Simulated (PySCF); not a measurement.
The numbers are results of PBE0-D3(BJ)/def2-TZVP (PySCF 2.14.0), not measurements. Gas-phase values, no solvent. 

Reference species (SMILES): `C=[SiH2]` (neutral, multiplicity 1).

```json
{
  "dipole_moment": "0.75 D"
}
```

Changed species: `C=[SiH][SiH3]` (whole molecule; the reference has whole molecule).

Give the shifts of the dipole moment.

the dipole moment decreases by 0.04 D, to 0.71 D.
